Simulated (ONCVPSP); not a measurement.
# Transferability test, ONCV potential for Ni (Z = 28)

| Property | Result |
| --- | --- |
| Element | nickel (Ni) |
| Generator | ONCVPSP 4.0.1 |
| Type | optimised norm-conserving Vanderbilt (ONCV) |
| Functional | PBE |
| Relativity | fully relativistic |
| Frozen core | [Ne] |
| Valence charge | 18 |
| Reference configuration | 3s2 3p6 3d8 4s2 |
| Partial waves | 3s+4s: rc 1.25 bohr, ncon 5, nbas 8, qcut 12.5 1/bohr, 2 projectors; 3p: rc 1.15 bohr, ncon 4, nbas 9, qcut 14.9 1/bohr, 2 projectors, debl 0.5 Ha; 3d: rc 1.35 bohr, ncon 3, nbas 8, qcut 10.1 1/bohr, 2 projectors, debl 3.3 Ha |
| Local potential | polynomial inside 0.75 bohr (lpopt 5, dvloc0 0 Ha) |
| Core correction | Teter function, fcfact 5.5, rcfact 1.15 |

Open shells are filled in proportion to 2j + 1.

In the p channel the program set the typed energies aside and used -2.596, 0.250 Ha (j = l + 1/2; the other j can differ).

Energies are relative to the spin-unpolarised reference configuration 3s2 3p6 3d8 4s2; without spin polarisation the order of configurations can differ from experiment.

Problem. Give the all-electron excitation energy and the error of the potential for: 3s2 3p6 3d8 4s1; 3s2 3p6 3d8 4s0; 3s2 3p6 3d7 4s0; 3s2 3p6 3d8 4s1 4p1.

Solution.

```tsv
valence configuration	charge	ΔE all-electron (eV)	error AE − PS (meV)
3s2 3p6 3d8 4s1	+1	9.323	+1.9
3s2 3p6 3d8 4s0	+2	26.674	+9.3
3s2 3p6 3d7 4s0	+3	64.140	+19
3s2 3p6 3d8 4s1 4p1	0	4.595	+0.7
```
